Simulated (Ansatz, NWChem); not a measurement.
# CH2Br2 (dibromomethane): from total energies to a heat of formation

CH2Br2 has 5 atoms, charge 0, and is taken as a singlet. SMILES: `BrCBr`. The shape is that of a PBE0-D4/def2-TZVP optimisation.

Total energies at MP2/def2-SVPD, 19 core orbitals frozen (NWChem 7.3.0); the atoms run unrestricted:

```
species    state   energy (Eh)
 CH2Br2  singlet  -5183.827560
     Br  doublet  -2572.297228
      C  triplet    -37.699761
      H  doublet     -0.499278
```

Harmonic wavenumbers at PBE0-D4/def2-TZVP, in cm⁻¹: 172, 600, 670, 820, 1123, 1219, 1434, 3147, 3234.

Measured heats of formation of the gaseous atoms at 298.15 K, in kJ/mol: Br 111.9, C 716.9, H 218.0. Spin-orbit lowering of the atoms at 298 K (mean of the ground term's levels less their thermal mean, from spectra), in kJ/mol: Br 14.69, C 0.02. Take 1 Eh = 2625.50 kJ/mol, 1 cm⁻¹ = 0.0119627 kJ/mol, RT = 2.479 kJ/mol.

Task: Work out the heat of formation of the gas at 298 K.

Result: 
1. Electronic atomisation energy: 2 × (-2572.297228) + (-37.699761) + 2 × (-0.499278) − (-5183.827560) = 0.534787 Eh = 1404.1 kJ/mol.
2. Zero-point energy: half the sum of the wavenumbers, 6209.5 cm⁻¹ = 74.3 kJ/mol.
3. Thermal vibrational enthalpy, Σ hcν̃/(exp(hcν̃/kT) − 1): 2.6 kJ/mol. Translation, rotation and pV of a non-linear molecule: 4 RT = 9.9 kJ/mol.
4. The 5 free atoms carry 5/2 RT each: 31.0 kJ/mol.
5. Spin-orbit coupling lowers the free atoms by 2 × 14.69 + 0.02 = 29.4 kJ/mol.
6. Atomisation enthalpy at 298 K: 1404.1 − 29.4 − 74.3 − 2.6 − 9.9 + 31.0 = 1318.9 kJ/mol.
7. Sum of the atoms' heats of formation: 1376.7 kJ/mol. Heat of formation: 1376.7 − 1318.9 = +57.8 kJ/mol.

The tabulated value is +3.1 kJ/mol (Active Thermochemical Tables), so this level is off by +54.7 kJ/mol, or 4.0 % of the atomisation enthalpy that the table implies (1373.5 kJ/mol). Perturbation theory converges slowly with the basis for atomisation. Relativity is left out. A double-zeta basis underbinds. Anharmonicity and any spin-orbit splitting of the molecule are left out, and cores are frozen in the wave-function part.
